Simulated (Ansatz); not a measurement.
Abridged output of a molecular run in Ansatz:

```
Functional definition: HF
1448 factors; integrals over basis functions are off by at most 1.1e-3 eV
mean field evaluation 1: about -76276.7929 eV, gradient 2.5e1 eV
mean field evaluation 2: about -76277.0326 eV, gradient 2.5e1 eV
mean field evaluation 4: about -76279.3196 eV, gradient 4.1e0 eV
mean field evaluation 8: about -76279.3798 eV, gradient 2.6e-1 eV
mean field -76279.38026121 eV, -2803.2155205786 hartree, gradient 4.8e-6 eV, S^2 0.000000; 0 other end points of the search recorded, 0 dependent functions left out
20 core orbitals not correlated: weight in the atoms' cores, before any rotation towards them, 1.000 or more for the frozen orbitals, at most 0.000 for the correlated occupied ones
reference -76279.38026121 eV, -2803.2155205786 hartree; 17, 17 occupied and 210, 210 virtual orbitals, 1448 factors
second order -19.82699895 eV of doubles, -0.00000000 eV of singles
cycle   1  -20.30505464 eV  change   -4.8e-1 eV  update   1.1e-1
cycle   2  -20.97387307 eV  change   -6.7e-1 eV  update   3.3e-2
cycle   3  -21.07294159 eV  change   -9.9e-2 eV  update   1.6e-2
cycle   4  -21.06148875 eV  change    1.1e-2 eV  update   4.1e-3
cycle   5  -21.06161949 eV  change   -1.3e-4 eV  update   2.0e-3
cycle   6  -21.06133365 eV  change    2.9e-4 eV  update   6.0e-4
cycle   7  -21.06114370 eV  change    1.9e-4 eV  update   2.4e-4
cycle   8  -21.06120295 eV  change   -5.9e-5 eV  update   8.6e-5
cycle   9  -21.06122003 eV  change   -1.7e-5 eV  update   3.0e-5
perturbative correction -0.94496823 eV, -0.0347269420 hartree
Total energy: -76301.38644948 eV, -2804.0242330809 hartree
```

Its atoms:

Cartesian coordinates in Å:
```
Si -0.3214 1.4789 1.0799
Ge 0.4858 -0.6096 0.3280
C -0.1433 -1.2931 -1.3743
S 1.4998 -0.5197 -1.6291
H -1.3164 1.2909 2.1686
H -0.9611 2.1394 -0.0844
H 0.8039 2.3042 1.5859
H 1.0741 -1.6431 1.2951
H -0.9640 -0.7777 -1.8625
H -0.1573 -2.3703 -1.5072
```

Which basis set was used?
A. def2-QZVPP
B. def2-TZVPP
C. def2-TZVPPD
D. def2-SVP

B. It gives 247 functions.

Write the keys of the input that set method, charge and spin (a neutral closed shell needs none for the last two).


```yaml
correlation: {method: ccsd_t}
```
